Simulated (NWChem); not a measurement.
Species: CH4GeO, singlet; SMILES [CH3][Ge][OH]

```xyz
7

Ge     0.4646     0.0849     0.0001
C     -0.6954    -1.5523     0.0004
H     -0.4944    -2.1473    -0.9005
H     -1.7549    -1.2821     0.0302
H     -0.4512    -2.1834     0.8649
O     -0.9266     1.2558     0.0002
H     -0.5829     2.1641    -0.0022
```
Atoms are numbered in this order, from 1.

All runs: NWChem. Low-valent species are run as closed-shell singlets; no triplet was tried in these runs. Structure relaxed at the B3LYP/6-31G* (spherical d) level. Level SCAN/def2-SVP: energy and gradient on several grids; changes count from the extra-fine grid, which is no exact limit either.

| grid | size of the energy change (μHa) | largest change of a gradient component (μHa/bohr) | time, medium = 1 (rough) |
|---|---|---|---|
| xcoarse | 6000 | 1000 | about 1 |
| coarse | 5000 | 1000 | about 1 |
| medium | 700 | 900 | about 1 |
| fine | 3000 | 400 | about 1 |
| xfine | < 10 | < 30 | 2 |
